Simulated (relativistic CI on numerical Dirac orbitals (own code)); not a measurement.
**Transition arrays of In³⁺**

Computed by Dirac-Coulomb-Breit CI, separate exchange-only KLI orbitals for each configuration, QED by a radiative potential, valence Slater integrals scaled by 0.9, whole transition arrays (own radial code, finite nucleus).

Configuration list (outside the closed core [Kr]): 4d¹⁰, 4d⁹4f, 4d⁹5p, 4d⁹5f. Levels of other configurations are missing.

All E1 lines from the levels of 4d¹⁰; mean and standard deviation are weighted by gf, and upper levels are sorted by their leading configuration.

```csv
Upper configuration,Lines,Σgf,Mean (eV),Mean (nm),σ (eV),Strongest line (nm)
4d⁹4f,3,1.2,41.49,29.883,0.44,29.765
4d⁹5p,3,1.1,25.54,48.552,0.21,48.571
4d⁹5f,3,4.3,48.27,25.687,0.46,25.647
```

Σgf per state of the lower configuration in bins of 1 nm over the central range (centre: value): 25.5: 4.15, 27.5: 0.11, 29.5: 1.05, 30.5: 0.14, 48.5: 1.04.

How do configuration mixing and the scaling of the Slater integrals move the arrays?

Slater scale 0.9, no configuration mixing: 4d⁹4f 42.4 ± 0.4 eV (Σgf 2.8), 4d⁹5p 25.6 ± 0.2 eV (Σgf 1.2), 4d⁹5f 47.4 ± 0.4 eV (Σgf 2.1); Slater scale 1: 4d⁹4f 41.7 ± 0.5 eV (Σgf 1.2), 4d⁹5p 25.6 ± 0.2 eV (Σgf 1.1), 4d⁹5f 48.5 ± 0.5 eV (Σgf 4.3); Slater scale 0.8: 4d⁹4f 41.3 ± 0.4 eV (Σgf 1.2), 4d⁹5p 25.5 ± 0.2 eV (Σgf 1.1), 4d⁹5f 48.0 ± 0.5 eV (Σgf 4.2). With mixing, levels are counted to their leading configuration, so an array can shrink or vanish into another, and the sums then hold other lines.
